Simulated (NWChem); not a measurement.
System: GeN₂H₅F; SMILES [NH2][GeH]([NH2])[F]

The following NWChem deck was run.

```
start job
memory heap 200 mb stack 900 mb global 1100 mb
geometry units angstroms noautoz
  Ge     0.048079     0.007754    -0.244495
  N      0.377183    -1.635815     0.422299
  N     -1.581626     0.494212     0.380386
  F      1.089896     1.257878     0.399511
  H      0.342803     0.003380    -1.752285
  H      0.255958    -1.736585     1.425747
  H      1.227524    -2.099675     0.119504
  H     -1.813873     1.477150     0.275904
  H     -2.362440    -0.081426     0.080738
end
basis spherical
  * library def2-svp
end
dft
  xc xpbe96 cpbe96
  grid xfine
  iterations 150
  mulliken
end
task dft gradient
```

Excerpt of the output:

```
             Northwest Computational Chemistry Package (NWChem) 7.3.0
             --------------------------------------------------------

 C1  symmetry detected

                             Geometry "geometry" -> ""
                             -------------------------

 Output coordinates in angstroms (scale by  1.889725989 to convert to a.u.)

  No.       Tag          Charge          X              Y              Z
 ---- ---------------- ---------- -------------- -------------- --------------
    1 Ge                  32.0000     0.03733635    -0.00859488    -0.27044504
    2 N                    7.0000     0.48253549    -1.62592694     0.39308904
    3 N                    7.0000    -1.61710858     0.36567942     0.36656890
    4 F                    9.0000     0.99623930     1.30960429     0.36657339
    5 H                    1.0000     0.32062756     0.00714069    -1.78034919
    6 H                    1.0000     0.37580748    -1.73473436     1.39734402
    7 H                    1.0000     1.36026672    -2.03076428     0.08385557
    8 H                    1.0000    -1.91654868     1.33050913     0.26428732
    9 H                    1.0000    -2.35905849    -0.26182091     0.07233735

 Effective nuclear repulsion energy (a.u.)     320.1912833264

  pbe96 is a nonlocal functional; adding pw91lda local functional.

                                 NWChem DFT Module
                                 -----------------

 Summary of "ao basis" -> "ao basis" (spherical)
 ------------------------------------------------------------------------------
       Tag                 Description            Shells   Functions and Types
 ---------------- ------------------------------  ------  ---------------------
 Ge                         def2-svp                12       32   5s4p3d
 N                          def2-svp                 6       14   3s2p1d
 F                          def2-svp                 6       14   3s2p1d
 H                          def2-svp                 3        5   2s1p

            General Information
            -------------------
          SCF calculation type: DFT
          Wavefunction type:  closed shell.
          No. of atoms     :     9
          No. of electrons :    60
           Alpha electrons :    30
            Beta electrons :    30
          Charge           :     0
          Spin multiplicity:     1
          Use of symmetry is: off; symmetry adaption is: off
          Maximum number of iterations: 150
          AO basis - number of functions:    99
                     number of shells:    45
          Convergence on energy requested:  1.00D-06
          Convergence on density requested:  1.00D-05
          Convergence on gradient requested:  5.00D-04

              XC Information
              --------------
          PerdewBurkeErnzerhof Exchange Functional  1.000
            Perdew 1991 LDA Correlation Functional  1.000 local
           PerdewBurkeErnz. Correlation Functional  1.000 non-local

             Grid Information
             ----------------
          Grid used for XC integration:  xfine
          Radial quadrature: Mura-Knowles
          Angular quadrature: Lebedev.
          Tag              B.-S. Rad. Rad. Pts. Rad. Cut. Ang. Pts.
          ---              ---------- --------- --------- ---------
          Ge                  1.25      160           9.0      1454
          N                   0.65      100          11.0      1454
          F                   0.50      100          10.0      1454
          H                   0.35      100          12.0      1202
          Grid pruning is: on
          Number of quadrature shells:   960
          Spatial weights used:  Erf1

      Superposition of Atomic Density Guess
      -------------------------------------

 Sum of atomic energies:       -2285.32075995

      Non-variational initial energy
      ------------------------------

 Total energy =   -2286.682638
 1-e energy   =   -3821.575132
 2-e energy   =    1214.701212
 HOMO         =      -0.342003
 LUMO         =       0.052347

     ---------------------------------------------
      Total Density - Mulliken Population Analysis
     ---------------------------------------------

    Atom       Charge   Shell Charges
 -----------   ------   -------------------------------------------------------
    1 Ge  32    30.63   2.00  2.00  2.00  0.92  0.15  6.00  5.98  0.88  0.50  8.15  1.81  0.25
    2 N    7     7.78   1.99  1.04  0.46  2.56  1.73  0.01
    3 N    7     7.79   1.99  1.03  0.47  2.56  1.73  0.01
    4 F    9     9.67   1.99  1.15  0.80  3.53  2.19  0.00
    5 H    1     1.09   0.67  0.42  0.01
    6 H    1     0.76   0.59  0.12  0.04
    7 H    1     0.76   0.59  0.12  0.04
    8 H    1     0.76   0.59  0.12  0.05
    9 H    1     0.75   0.59  0.12  0.05

   convergence    iter        energy       DeltaE   RMS-Dens  Diis-err
 ---------------- ----- ----------------- --------- --------- ---------
 d= 0,ls=0.0,diis     1  -2288.3415420218 -2.61D+03  2.13D-02  9.41D-01
 d= 0,ls=0.0,diis     2  -2288.1299085323  2.12D-01  1.35D-02  3.31D+00
 d= 0,ls=0.0,diis     3  -2288.4424480500 -3.13D-01  2.47D-03  9.13D-02
 d= 0,ls=0.0,diis     4  -2288.4452702966 -2.82D-03  1.50D-03  3.95D-02
 d= 0,ls=0.0,diis     5  -2288.4490713541 -3.80D-03  3.52D-04  3.80D-03
  Resetting Diis
 d= 0,ls=0.0,diis     6  -2288.4494285864 -3.57D-04  5.87D-05  7.34D-05
 d= 0,ls=0.0,diis     7  -2288.4494323745 -3.79D-06  3.64D-05  3.56D-06
 d= 0,ls=0.0,diis     8  -2288.4494319226  4.52D-07  2.08D-05  8.78D-06
 d= 0,ls=0.0,diis     9  -2288.4494327383 -8.16D-07  4.31D-06  2.81D-07

         Total DFT energy =    -2288.449432738335
      One electron energy =    -3824.072814852942
           Coulomb energy =     1320.154316564185
    Exchange-Corr. energy =     -104.722217776008
 Nuclear repulsion energy =      320.191283326429

 Numeric. integr. density =       60.000000005177

                       DFT Final Molecular Orbital Analysis
                       ------------------------------------

 Vector   28  Occ=2.000000D+00  E=-2.869274D-01
              MO Center=  6.5D-01,  8.1D-01, -5.7D-02, r^2= 2.2D+00
   Bfn.  Coefficient  Atom+Function         Bfn.  Coefficient  Atom+Function
  ----- ------------  ---------------      ----- ------------  ---------------
    66      0.536988  4 F  pz                69     -0.371822  4 F  pz
    75     -0.235334  5 H  s                 76     -0.224367  5 H  s
    14      0.138758  1 Ge pz                64     -0.130586  4 F  px
    49      0.125867  3 N  s                 35      0.105917  2 N  s
    50     -0.097553  3 N  px                67      0.088524  4 F  px

 Vector   29  Occ=2.000000D+00  E=-2.259078D-01
              MO Center=  5.2D-02, -9.9D-01,  3.0D-01, r^2= 2.8D+00
   Bfn.  Coefficient  Atom+Function         Bfn.  Coefficient  Atom+Function
  ----- ------------  ---------------      ----- ------------  ---------------
    36      0.322805  2 N  px                37      0.288062  2 N  py
    39     -0.250934  2 N  px                40     -0.246877  2 N  py
    52      0.241000  3 N  pz                55     -0.189819  3 N  pz
    65      0.189992  4 F  py                38      0.175299  2 N  pz
    35      0.144154  2 N  s                 68     -0.143077  4 F  py

 Vector   30  Occ=2.000000D+00  E=-2.136999D-01
              MO Center= -9.9D-01, -1.5D-01,  3.1D-01, r^2= 2.7D+00
   Bfn.  Coefficient  Atom+Function         Bfn.  Coefficient  Atom+Function
  ----- ------------  ---------------      ----- ------------  ---------------
    52      0.478728  3 N  pz                55     -0.396264  3 N  pz
    37     -0.220166  2 N  py                40      0.194618  2 N  py
    76     -0.190268  5 H  s                 36     -0.164880  2 N  px
    39      0.137160  2 N  px                75     -0.131462  5 H  s
    48     -0.109293  3 N  s                 49     -0.102473  3 N  s

 Vector   31  Occ=0.000000D+00  E= 1.026394D-02
              MO Center= -5.5D-01, -2.2D-01,  3.4D-02, r^2= 6.0D+00
   Bfn.  Coefficient  Atom+Function         Bfn.  Coefficient  Atom+Function
  ----- ------------  ---------------      ----- ------------  ---------------
    49      0.944259  3 N  s                  5     -0.784802  1 Ge s
    35      0.756003  2 N  s                 76      0.571974  5 H  s
    96     -0.524849  9 H  s                 91     -0.470127  8 H  s
     4     -0.443753  1 Ge s                 81     -0.407602  6 H  s
    86     -0.402489  7 H  s                  3      0.255952  1 Ge s

[...]

                         DFT ENERGY GRADIENTS

    atom               coordinates                        gradient
                 x          y          z           x          y          z
   1 Ge      0.070555  -0.016242  -0.511067    0.000696   0.001120   0.005252
   2 N       0.911860  -3.072556   0.742831    0.004362   0.004614   0.002093
   3 N      -3.055892   0.691034   0.692715    0.000251   0.001391  -0.007089
   4 F       1.882619   2.474793   0.692723   -0.005846  -0.008540  -0.003958
   5 H       0.605898   0.013494  -3.364372   -0.001267   0.000565   0.005122
   6 H       0.710173  -3.278173   2.640597    0.000694   0.000591  -0.007303
   7 H       2.570531  -3.837588   0.158464   -0.006430   0.002766   0.002389
   8 H      -3.621752   2.514298   0.499431    0.002055  -0.007018   0.001068
   9 H      -4.457974  -0.494770   0.136698    0.005486   0.004512   0.002427
```

Level: PBE/def2-SVP. Geometry: optimised at PBE0/def2-SVP.
